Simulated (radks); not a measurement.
Numerical settings for neutral gallium, [Ar] 3d10 4s2 4p1. Calculated with a radial shooting solver on a logarithmic mesh with Libxc functionals: scalar-relativistic Kohn-Sham, PBE, spin-polarised, spherical densities, point nucleus; open shells are filled with parallel spins first. The defaults (mesh step 0.008 in ln r, mesh end at 40 bohr or more with all orbitals vanishing there, Anderson mixing 0.5 over 9 steps, residual threshold near 1e-9 with the energy settled to 1e-9 hartree or 1e-11 of itself, here a cap of 91 iterations) give E = -1943.9446 hartree and 4p at -2.870 eV in 16 iterations. Times are rough (one thread of a shared host). Changes against that run (0 stands for a change within the tolerance of the run):

setting                    iterations         converged  E (mhartree)  e(4p) (meV)  CPU (s)
mesh step in ln r 0.012            16               yes             0            0     0.13
mesh step in ln r 0.05             16               yes       +0.0131            0     0.04
mesh step in ln r 0.12              2                no      diverged            -     0.02
mesh end (bohr) 1                  14  level above zero      +1.2e+05    +7.32e+05     0.13
mesh end (bohr) 8                  17               yes         +4.81         +307     0.18
residual threshold 1e-13           23               yes             0            0     0.24
residual threshold 0.001           10               yes             0        -0.22     0.15
mixing 0.01                        67               yes             0            0     0.89
linear mixing, mixing 0.2          88               yes             0            0     0.76
linear mixing, mixing 0.8          91                no     +2.12e+04    -5.16e+04      2.6
mixing history 20                  23               yes             0            0     0.26
iteration cap 5                     5                no          +8.4         +202     0.09

Settled on a wrong energy, with an occupied level pushed above zero by the early mesh end: mesh end (bohr) 1 (+120 hartree). Apart from these: settings that end as converged yet miss the energy by more than 1 mhartree: mesh end (bohr) 8 (+0.00481 hartree). A mesh that ends early acts as a hard wall.
